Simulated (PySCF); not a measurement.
4-fluoro-1,3-dioxole (C3H3FO2), SMILES C1(F)=COCO1. Atoms are numbered in the order given.

```xyz
9

F     -0.0781    -2.0358     0.0000
C      0.0669    -0.7337     0.0000
C      1.1522     0.0393     0.0000
O      0.7517     1.3702     0.0000
C     -0.6695     1.3539     0.0000
O     -1.0877    -0.0151     0.0000
H      2.2127    -0.1855     0.0000
H     -1.0595     1.8551     0.9062
H     -1.0595     1.8551    -0.9062
```
Charge 0, spin multiplicity 1.

Geometry: B3LYP-D3(BJ)/def2-SVP. A frequency run showed that this geometry is not a minimum. One conformer was computed; it need not be the lowest.

Method: PySCF with PBE/pcSseg-1.

GIAO shieldings, no solvent; atoms alike by connectivity are averaged. δ = σ(ref) − σ: ¹⁹F against CFCl3 (σ = 133.6 ppm); ¹³C against TMS (σ = 182.0 ppm); ¹⁷O against H2O (σ = 334.3 ppm); ¹H against TMS (σ = 31.49 ppm), references at their B3LYP-D3(BJ)/def2-TZVP geometries, non-relativistic.

```csv
atoms,nucleus,count,δ (ppm)
F1,¹⁹F,1,-188.0
C2,¹³C,1,167.7
C5,¹³C,1,[?]
C3,¹³C,1,105.7
O6,¹⁷O,1,134.2
O4,¹⁷O,1,[?]
"H8, H9",¹H,2,[?]
H7,¹H,1,[?]
```

Question: Complete the blanks. (An estimate is asked for; the answer gives what the named calculation found.)

Answer: 
- C5, δ (ppm): 110.8
- H7, δ (ppm): 6.18
- O4, δ (ppm): 77.4
- H8, H9, δ (ppm): 6.60
